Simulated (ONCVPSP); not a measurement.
**selenium: one change to an ONCV potential, before and after**

| Property | Result |
| --- | --- |
| Element | selenium |
| Generator | ONCVPSP 4.0.1 |
| Type | optimised norm-conserving Vanderbilt (ONCV) |
| Functional | PBEsol |
| Relativity | scalar-relativistic |
| Frozen core | [Ar] |
| Valence charge | 16 |
| Reference configuration | 3d10 4s2 4p3.75 (charge +0.25) |
| Partial waves | 4s: rc 1.60 bohr, ncon 5, nbas 10, qcut 5.1 1/bohr, 1 projector; 4p: rc 1.85 bohr, ncon 5, nbas 8, qcut 5.4 1/bohr, 2 projectors, debl 3.5 Ha; 3d: rc 1.10 bohr, ncon 3, nbas 7, qcut 14.2 1/bohr, local |
| Local potential | the d channel |
| Core correction | Teter function, fcfact 2.5, rcfact 1.5 |

Change: p: rc 1.26.

Cutoffs: the cutoffs (Ha) at which the residual kinetic energy of the hardest occupied pseudo-wave falls to 1 and 0.1 mHa per electron; they do not see the model core or the augmentation charge, which bear on the density cutoff. Errors are all-electron minus pseudo energies relative to the spin-unpolarised reference configuration.

Question: How do hardness, ghosts and transferability respond?

Answer: The potential gets harder (83 Ha and 91 Ha → 116 Ha and 132 Ha); the bound ghosts move from s to p, s; the lowest positive-energy flag moves from p at 42.9 eV to p at 3.9 eV; of the 3 tests that both files solve, the error grows in 0 and shrinks in 1 by more than 15 % and 0.3 meV (median size 0.8 → 0.6 meV). A smaller radius makes the pseudo-wave follow the all-electron one further in, where it bends more sharply, so more plane waves are needed.

| quantity | base | changed |
| --- | --- | --- |
| cutoff, loose | 83 Ha | 116 Ha |
| cutoff, tight | 91 Ha | 132 Ha |
| loose cutoff by channel | s 12 Ha, p 11 Ha, d 83 Ha | s 12 Ha, p 116 Ha, d 83 Ha |
| bound ghosts | s | s, p |
| GHOST(+) flags under 300 eV | p at 42.9 eV | p at 3.9 eV |
| tests with a reliable result | 3 of 4 | 3 of 4 |
| error for 3d10 4s2 4p4, meV [ΔE -1.89 eV] | +0.3 | +0.3 |
| error for 3d10 4s2 4p3, meV [ΔE 8.96 eV] | -1.1 | -0.6 |
| error for 3d10 4s2 4p2, meV [ΔE 29.33 eV] | -0.8 | +0.7 |
| s: phases at 1.62 bohr within 0.05 rad from the reference energy up to (Ha; the scan ends near 5) | 2.1 | 2.1 |
| d: phases at 1.12 bohr within 0.05 rad from the reference energy up to (Ha; the scan ends near 5) | -0.7 | -0.7 |
| rms error of d²Exc/dni dnj with the model core, mHa | 3.17 | 3.15 |

 A true bound ghost makes a file unfit for plane-wave use even where its test errors are small: the radial tests pick states by their node count and pass the ghost by.
